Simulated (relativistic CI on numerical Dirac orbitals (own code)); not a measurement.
d9 in a ligand field

Computed with a parametric ligand-field model of a d^n configuration (Racah B and C, spin-orbit zeta, crystal field), exact diagonalisation.

Field parameters in Wybourne normalisation: Oh B⁴₀ = 21Dq, B⁴₄ = √(5/14) B⁴₀. The field is a parameter set, without covalency.

(1) Ground term and bands for B = 800, C = 2880, ζ = 0 cm⁻¹, Oh, 10Dq = 7200 cm⁻¹?

(2) Ground term and bands for B = 800, C = 2880, ζ = 0 cm⁻¹, Oh, 10Dq = 32800 cm⁻¹?

(3) Ground term and bands for B = 800, C = 2880, ζ = 0 cm⁻¹, Oh, 10Dq = 8800 cm⁻¹?

(4) Ground term and bands for B = 800, C = 2880, ζ = 0 cm⁻¹, Oh, 10Dq = 31200 cm⁻¹?

(5) Ground term and bands for B = 800, C = 2880, ζ = 0 cm⁻¹, Oh, 10Dq = 29600 cm⁻¹?

Answers

(1) Ground term 2E with 3.00 electrons in the two orbitals of the cubic e set. Spin-allowed: 2T2 7200 cm⁻¹ (1389 nm). Lowest spin-forbidden: none.

(2) Ground term 2E with 3.00 electrons in the two orbitals of the cubic e set. Spin-allowed: 2T2 32800 cm⁻¹ (305 nm). Lowest spin-forbidden: none.

(3) Ground term 2E with 3.00 electrons in the two orbitals of the cubic e set. Spin-allowed: 2T2 8800 cm⁻¹ (1136 nm). Lowest spin-forbidden: none.

(4) Ground term 2E with 3.00 electrons in the two orbitals of the cubic e set. Spin-allowed: 2T2 31200 cm⁻¹ (321 nm). Lowest spin-forbidden: none.

(5) Ground term 2E with 3.00 electrons in the two orbitals of the cubic e set. Spin-allowed: 2T2 29600 cm⁻¹ (338 nm). Lowest spin-forbidden: none.
